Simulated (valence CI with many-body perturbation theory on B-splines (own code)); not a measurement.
## Level structure of Zn23+

Method: configuration interaction combined with many-body perturbation theory (CI+MBPT): five valence electrons over a frozen Dirac-Fock core [He], radial functions for each j: 9 s, 9 p, 8 d, 6 f, 3 g, 1 h, with the one-electron correlation potential Σ1, the two-electron term Σ2, the three-electron term Σ3, Breit, model QED; selected CI, second order for the rest (own B-spline code, finite nucleus).

No measured spectrum was set against this ion. As an estimate, levels of excited configurations hold to 0.05 to 0.15 % of their energy, terms of the ground configuration to about 0.5 %. Among the levels kept, up to 2200 cm⁻¹ of a level comes from second order outside the variational space, and about a tenth of that is noise between levels of different J, which matters for small intervals.

Levels 46 to 84 of 84, with energies above the lowest level, 2s2 2p3 4S°_3/2. "Leading %" is the weight of the configuration and term that name the level; weights of strongly mixed levels are sums over their largest components and can fall short. In the jj column 3d3/2^4 stands for four electrons in 3d with j = 3/2. Lifetimes count E1, E2, E3, M1 and M2 decay at the calculated energies, and are blank where another channel may lead or the interval is too uncertain; long ones can be off by a factor of two.

```csv
No.,Configuration,Term,J,E (× 10³ cm⁻¹),Leading %,Leading jj,Lifetime
46,2s2 2p2 3d,4F,7/2,10771,64,2s^2 2p1/2 2p3/2 3d5/2 (92 %),1.23 ps
47,2s2 2p2 3d,4F,5/2,10772,50,2s^2 2p1/2 2p3/2 3d3/2 (87 %),188 fs
48,2s2 2p2 3d,4D,1/2,10774,80,2s^2 2p1/2 2p3/2 3d3/2 (98 %),275 fs
49,2s2 2p2 3d,4D,3/2,10813,46,2s^2 2p1/2 2p3/2 3d5/2 (83 %),75.9 fs
50,2s2 2p2 3d,2F,7/2,10814,40,2s^2 2p1/2 2p3/2 3d3/2 (64 %),17.4 ps
51,2s2 2p2 3d,2F,5/2,10815,47,2s^2 2p1/2 2p3/2 3d5/2 (88 %),47.9 fs
52,2s2 2p2 3d,4F,9/2,10828,70,2s^2 2p1/2 2p3/2 3d5/2 (85 %),288 ps
53,2s 2p3 3s,4S°,3/2,10832,67,2s 2p1/2^2 2p3/2 3s (40 %),232 fs
54,2s2 2p2 3d,4D,5/2,10863,38,2s^2 2p1/2 2p3/2 3d3/2 (42 %),35.8 fs
55,2s2 2p2 3p,2P°,3/2,10872,61,2s^2 2p3/2^2 3p3/2 (80 %),940 fs
56,2s2 2p2 3d,4P,3/2,10877,59,2s^2 2p1/2 2p3/2 3d3/2 (72 %),25.2 fs
57,2s2 2p2 3d,4P,1/2,10887,66,2s^2 2p1/2 2p3/2 3d3/2 (68 %),25.2 fs
58,2s2 2p2 3p,2P°,1/2,10891,90,2s^2 2p3/2^2 3p1/2 (88 %),7.70 ps
59,2s2 2p2 3d,2P,1/2,10906,79,2s^2 2p1/2 2p3/2 3d5/2 (56 %),36.8 fs
60,2s2 2p2 3d,2F,7/2,10913,39,2s^2 2p1/2 2p3/2 3d5/2 (58 %),40.5 fs
61,2s2 2p2 3d,2D,5/2,10921,65,2s^2 2p1/2 2p3/2 3d5/2 (50 %),20.8 fs
62,2s2 2p2 3d,2D,3/2,10926,80,2s^2 2p1/2 2p3/2 3d5/2 (83 %),39.6 fs
63,2s2 2p2 3p,2P°,3/2,10927,74,2s^2 2p3/2^2 3p3/2 (90 %),6.09 ps
64,2s 2p3 3p,6P,3/2,10973,86,2s 2p1/2^2 2p3/2 3p1/2 (45 %),3.16 ps
65,2s 2p3 3p,6P,5/2,10983,77,2s 2p1/2^2 2p3/2 3p1/2 (40 %),791 fs
66,2s 2p3 3p,6P,7/2,11021,78,2s 2p1/2^2 2p3/2 3p3/2 (40 %),1.45 ps
67,2s2 2p2 3d,2F,7/2,11033,38,2s^2 2p3/2^2 3d5/2 (75 %),625 fs
68,2s2 2p2 3d,2G,9/2,11052,70,2s^2 2p3/2^2 3d5/2 (84 %),266 ps
69,2s 2p3 3s,4D°,1/2,11054,78,2s 2p1/2^2 2p3/2 3s (64 %),301 fs
70,2s 2p3 3s,4D°,3/2,11057,70,2s 2p1/2^2 2p3/2 3s (53 %),344 fs
71,2s2 2p2 3d,2D,3/2,11067,63,2s^2 2p3/2^2 3d3/2 (81 %),31.3 fs
72,2s 2p3 3s,4D°,5/2,11067,70,2s 2p1/2 2p3/2^2 3s (63 %),333 fs
73,2s2 2p2 3d,2D,5/2,11070,45,2s^2 2p3/2^2 3d3/2 (67 %),28.4 fs
74,2s2 2p2 3d,2P,1/2,11077,82,2s^2 2p3/2^2 3d5/2 (35 %),47.2 fs
75,2s 2p3 3p,4P,3/2,11089,81,2s 2p1/2^2 2p3/2 3p3/2 (54 %),125 fs
76,2s2 2p2 3d,2F,7/2,11097,59,2s^2 2p3/2^2 3d3/2 (85 %),23.1 fs
77,2s 2p3 3p,4P,5/2,11098,75,2s 2p1/2 2p3/2^2 3p3/2 (41 %),104 fs
78,2s 2p3 3p,4P,1/2,11109,89,2s 2p1/2 2p3/2^2 3p3/2 (47 %),123 fs
79,2s 2p3 3s,4D°,7/2,11121,98,2s 2p1/2 2p3/2^2 3s (98 %),298 fs
80,2s2 2p2 3d,2S,1/2,11129,69,2s^2 2p3/2^2 3d3/2 (44 %),32.8 fs
81,2s 2p3 3s,2D°,3/2,11141,67,2s 2p1/2 2p3/2^2 3s (51 %),264 fs
82,2s2 2p2 3d,2P,3/2,11142,72,2s^2 2p3/2^2 3d5/2 (78 %),27.9 fs
83,2s2 2p2 3d,2D,5/2,11147,60,2s^2 2p3/2^2 3d5/2 (79 %),28.8 fs
84,2s 2p3 3s,2D°,5/2,11191,79,2s 2p1/2 2p3/2^2 3s (92 %),224 fs
```

Names give the largest LS component (configuration and term), which can be under half, so a name can repeat, a term be missing and a line seem to break the LS rules; names also repeat where a configuration has a term twice.
